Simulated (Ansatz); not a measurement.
C2H6FGeN can be A, `N[C]1(F)[CH2][GeH2]1`, or B, `C[N](C)[Ge][F]`.

Calculated with Ansatz (gas phase, PBE0-D4/def2-TZVP geometries, no zero-point term in ΔE). CCSD(T)/CBS adds triple-zeta CCSD(T) − MP2 to the extrapolated MP2 energy (def2 sets, frozen cores). Functionals use def2-TZVPP. B3LYP here is the variant with VWN-RPA as its local correlation; programs differ in this. For Ge outer-core shells are correlated without core-valence functions, which leaves a few kJ/mol of doubt a bond. Scalar relativity is left out up to krypton. Each species was taken in one conformer, which may not be the lowest.

(1) Which is lower in electronic energy at CCSD(T)/CBS, and by how much? (An estimate is asked.)

(2) Give E(B) − E(A) in kcal/mol with ωB97M-V, B2PLYP, PBE-D4, MP2/def2-TZVPP, B3LYP, PBE0-D4, r2SCAN-D4. (Estimate.)

Largest T1 diagnostic: 0.015.

## Answers

(1) Computed: B, by 64.8 kcal/mol.

(2) The calculation gave: ωB97M-V -65.1, B2PLYP -68.0, PBE-D4 -62.9, MP2/def2-TZVPP -63.7, B3LYP -69.2, PBE0-D4 -61.6, r2SCAN-D4 -62.4. None reverses the order clearly.

From PBE to PBE0 (25 % exact exchange), in def2-TZVPP and without D4, E(B) − E(A) moves by +1.3 kcal/mol. In def2-TZVPP, CCSD(T) changes the Hartree–Fock value by +6.7 kcal/mol (the triples alone add +0.7 kcal/mol) and MP2 by +6.4 kcal/mol.
